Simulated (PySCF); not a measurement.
C4H5FO, SMILES O=C[C@@H]1C[C@H]1F. Geometry optimised at PBE-D3(BJ)/def2-SVP. One conformer was computed; it need not be the lowest.

Q: Give the equilibrium geometry at PBE-D3(BJ)/def2-SVP (PySCF confirms it by a frequency run) as Cartesian coordinates in Å. (An estimate is asked for; the answer gives what the named calculation found.)

A: One answer among several that fit: 
```xyz
11

O      2.5572    -0.2311    -0.2312
C      1.4943    -0.1967     0.3565
C      0.2245     0.3273    -0.2059
C     -0.8095     0.9773     0.7260
C     -1.0832    -0.3633     0.1590
F     -2.0146    -0.4870    -0.8290
H      1.3969    -0.5822     1.4229
H      0.2900     0.7159    -1.2345
H     -1.3636     1.8279     0.3023
H     -0.5619     1.0578     1.7970
H     -1.0440    -1.2555     0.8097
```
Charge 0, spin multiplicity 1.
